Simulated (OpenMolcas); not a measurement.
4s2 4p2 along the 32-electron sequence

```json
{
 "Program": "OpenMolcas",
 "Method": "CASSCF",
 "Basis": "ANO-R3",
 "Scalar Hamiltonian": "X2C, finite nucleus",
 "Spin-orbit coupling": "state interaction with AMFI integrals over the reference wave functions, term energies averaged over their components"
}
```

Active space for each ion: 4 electrons in 4 orbitals (4s 4p).

Computed levels in cm-1 above 3P0:

```tsv
Level	Ge	As+	Se2+	Br3+	Kr4+
3P1	485	938	1545	2324	3321
3P2	1258	2305	3607	5173	7052
1D2	9469	12583	15546	18602	21937
1S0	16910	22282	27362	32366	37606
weight of 3P in the lowest level (%)	100	99	99	98	97
```

Measured, with the error of the calculation in %. Measured levels: Ge, As+ from NIST Handbook of Basic Atomic Spectroscopic Data; Se2+ from Moore, Atomic Energy Levels, vol. II, NSRDS-NBS 35 (1971 reprint of NBS Circular 467, 1952); Kr4+ from Saloman, J. Phys. Chem. Ref. Data 36, 215 (2007).

| Level | Ge | As+ | Se2+ | Kr4+ |
| --- | --- | --- | --- | --- |
| 3P1 | 557 (-12.9) | 1063 (-11.8) | 1741 (-11.3) | 3743 (-11.3) |
| 3P2 | 1410 (-10.8) | 2541 (-9.3) | 3937 (-8.4) | 7595 (-7.1) |
| 1D2 | 7125 (+32.9) | 10096 (+24.6) | 13032 (+19.3) | 19723 (+11.2) |
| 1S0 | 16367 (+3.3) | 22599 (-1.4) |  | 39204 (-4.1) |

The fine-structure level 3P2 changes by a factor of 5.61 from Ge to Kr4+. Its fourth root runs 5.96, 6.93, 7.75, 8.48, 9.16, with steps per unit of Z of 0.97, 0.82, 0.73, 0.68; equal steps would mean a (Z - σ)^4 law with constant σ.

1D2 changes by a factor of 2.32 over the same range, with steps per unit of Z of +3110, +2960, +3060, +3340 cm-1.

Without dynamic correlation excited terms often stand tens of per cent too high (terms of higher spin than the ground term too low), and those without a measured partner can miss by more than the paired ones (holds for Ge; As+). Measured partners are found by configuration, term and J. A level has none where our copy of the source lacks it or the pairing is in doubt (some pairs that miss far off the trend of their configuration count as doubtful), and it then counts in no deviation. Levels of configurations outside the active space are missing.
